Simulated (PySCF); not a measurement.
Al(F)(Me)(Ph), SMILES c1c[c]([Al]([CH3])[F])ccc1, singlet (GFN2-xTB optimised geometry):

```
17

Al     1.010     1.782     0.000
F      0.197     3.225     0.000
C      2.998     1.782     0.000
H      3.419     1.276     0.872
H      3.381     2.808     0.005
H      3.420     1.284    -0.877
C     -0.143     0.168     0.002
C      0.412    -1.114    -0.002
C     -0.392    -2.239     0.000
C     -1.771    -2.103     0.007
C     -2.344    -0.842     0.011
C     -1.536     0.282     0.008
H      1.490    -1.220    -0.008
H      0.052    -3.225    -0.003
H     -2.400    -2.982     0.009
H     -3.420    -0.738     0.017
H     -1.982     1.271     0.011
```

Computed with CAM-B3LYP/def2-SVP (PySCF 2.14.0).

Task: What are the frontier orbital energies and the dipole moment?

Result: HOMO-2 -9.15 eV, HOMO-1 -8.55 eV, HOMO -8.51 eV, LUMO 0.01 eV, LUMO+1 1.10 eV; dipole moment 1.73 D.

On the same geometry PBE/def2-SVP in PySCF gives HOMO-2 -6.45 eV, HOMO-1 -6.40 eV, HOMO -6.34 eV, LUMO -1.80 eV, LUMO+1 -1.03 eV; dipole moment 1.69 D.

Meta-Löwdin charges at CAM-B3LYP/def2-SVP: Al1 0.99, F2 -0.49, C3 -0.60, H4 0.11, H5 0.11, H6 0.11, C7 -0.27, C8 -0.09, C9 -0.11, C10 -0.09, C11 -0.10, C12 -0.08, H13 0.09, H14 0.10, H15 0.10, H16 0.10, H17 0.10.
